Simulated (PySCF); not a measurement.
Job file and geometry (Å, from GFN2-xTB) of an NMR shielding run on `C=CCN[SiH2]BC`, C₄H₁₂BNSi, PySCF, GIAO PBE0/pcSseg-1 NMR shielding, non-relativistic, gas phase; density fitting, a coarse starting grid and PySCF grid level 2 are the driver's defaults:

```
$ OMP_NUM_THREADS=1 python probes_run.py task.json out

{"job": {"kind": "nmr", "xc": "PBE0", "basis": "pcSseg-1"}, "charge": 0, "multiplicity": 1}
C     -2.608809     0.873683     1.121980
C     -2.813130    -0.359616     0.701750
C     -1.888149    -1.148249    -0.182913
N     -0.698054    -0.466516    -0.609714
Si     0.777732    -0.482601     0.286313
B      2.075631     0.671257    -0.612473
C      3.565962     0.680231    -0.125698
H     -3.317556     1.384925     1.750765
H     -1.718570     1.421477     0.860974
H     -3.713181    -0.892339     0.981127
H     -2.460437    -1.476671    -1.063780
H     -1.578646    -2.048814     0.355495
H     -0.920946     0.349479    -1.158826
H      1.108781    -1.923707     0.355225
H      0.576314    -0.130667     1.719136
H      1.784161     1.418745    -1.471494
H      4.287308     1.031297    -0.861910
H      3.619164     1.381568     0.711388
H      3.912621    -0.274232     0.265520
```

**Question.** Write the output of this run.

**Answer.** 
```
coarse grid: 15560 points
cycle   1  E = -528.1356427084  dE =  5.412e-01  |g| = 5.092e-01  |ddm| = 3.776e+00
cycle   2  E = -528.1119662334  dE =  2.368e-02  |g| = 6.136e-01  |ddm| = 1.040e+00
cycle   3  E = -528.1998028502  dE = -8.784e-02  |g| = 8.361e-02  |ddm| = 6.347e-01
cycle   4  E = -528.2011606818  dE = -1.358e-03  |g| = 2.884e-02  |ddm| = 9.776e-02
cycle   5  E = -528.2013531300  dE = -1.924e-04  |g| = 4.910e-03  |ddm| = 2.818e-02
cycle   6  E = -528.2013587195  dE = -5.589e-06  |g| = 1.406e-03  |ddm| = 6.257e-03
final grid: 143424 points
cycle   7  E = -528.2387978120  dE = -3.451e-05  |g| = 9.251e-03  |ddm| = 2.795e-02
cycle   8  E = -528.2387866325  dE =  1.118e-05  |g| = 1.162e-02  |ddm| = 1.839e-02
cycle   9  E = -528.2388189272  dE = -3.229e-05  |g| = 1.367e-03  |ddm| = 1.078e-02
cycle  10  E = -528.2388193785  dE = -4.513e-07  |g| = 2.305e-04  |ddm| = 1.327e-03
cycle  11  E = -528.2388193898  dE = -1.130e-08  |g| = 9.458e-05  |ddm| = 2.559e-04
cycle  12  E = -528.2388193918  dE = -2.018e-09  |g| = 3.184e-05  |ddm| = 9.898e-05
cycle  13  E = -528.2388193921  dE = -2.287e-10  |g| = 6.090e-06  |ddm| = 3.129e-05
converged SCF energy = -528.2388193921

GIAO shielding tensors (ppm)
atom      isotropic    diamagn.    paramagn.     s11        s22        s33       span
  0 C       70.540     256.211    -185.671    -45.207     77.159    179.669    224.876
  1 C       40.289     257.066    -216.778    -83.354     51.414    152.807    236.161
  2 C      135.444     241.891    -106.447    120.574    130.397    155.363     34.789
  3 N      254.454     326.831     -72.377    210.778    251.585    300.998     90.220
  4 Si     400.915     883.570    -482.655    333.385    365.972    503.389    170.004
  5 B      -15.337     199.255    -214.592   -123.596    -56.942    134.526    258.121
  6 C      164.382     251.524     -87.142    123.868    170.660    198.618     74.751
  7 H       26.245      27.828      -1.583     23.960     25.474     29.299      5.339
  8 H       26.202      34.595      -8.394     23.364     25.073     30.168      6.804
  9 H       25.522      28.311      -2.789     24.244     24.879     27.443      3.199
 10 H       27.828      28.590      -0.762     21.975     27.035     34.472     12.497
 11 H       28.331      30.280      -1.950     23.832     28.024     33.137      9.305
 12 H       31.764      36.817      -5.052     23.584     29.027     42.682     19.099
 13 H       26.705      31.353      -4.649     22.522     26.075     31.517      8.994
 14 H       26.524      31.807      -5.283     21.905     26.495     31.172      9.267
 15 H       21.292      32.681     -11.389      9.747     26.638     27.492     17.744
 16 H       29.523      27.738       1.786     26.071     27.960     34.538      8.467
 17 H       30.997      29.400       1.597     26.559     29.767     36.665     10.106
 18 H       29.599      30.235      -0.635     25.874     29.742     33.182      7.308
```

Size and cost of the density-fitted run: 186 basis functions, 59 s wall time on 1 thread of an Intel Xeon, shared host; peak memory 0.84 GiB.
